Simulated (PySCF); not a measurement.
Compound: AlCl₂F.
SMILES: `[F][Al]([Cl])[Cl]`

Jobs on this species (4 atoms, 56 electrons) with PySCF (density fitting). Hardware of each: one thread, Arm Neoverse N1 (aarch64) (shared host). Other jobs ran on the host; a repeat could differ by tens of per cent or more. Peak memory is the resident size of the whole Python process, interpreter and libraries included.

```csv
level and settings,work,basis functions,SCF cycles,wall time,peak memory
CAM-B3LYP/def2-SVPD,"8 singlets by full TDDFT, 3 Tamm–Dancoff triplets, polarisability, density and orbital grids written",101,?,?,?
PBE0/pcSseg-1,"shieldings, charges and field gradients",89,12,6.5 s,0.38 GiB
"delta-SCF UKS SCAN, pcX-2 on the ionised atom, pcseg-1 elsewhere, spin-free X2C","ΔSCF core ionisation, 5 holes",110,64,12 s,0.40 GiB
```

Task: Fill in the missing figures.

Result: 
- CAM-B3LYP/def2-SVPD; 8 singlets by full TDDFT, 3 Tamm–Dancoff triplets, polarisability, density and orbital grids written: 9.8 s, 0.39 GiB, 11 SCF cycles

Task: What do all jobs in the table cost together?

Result: About 28 s; the longest takes about 42 % of that, and about 1.8 times as long as the shortest.
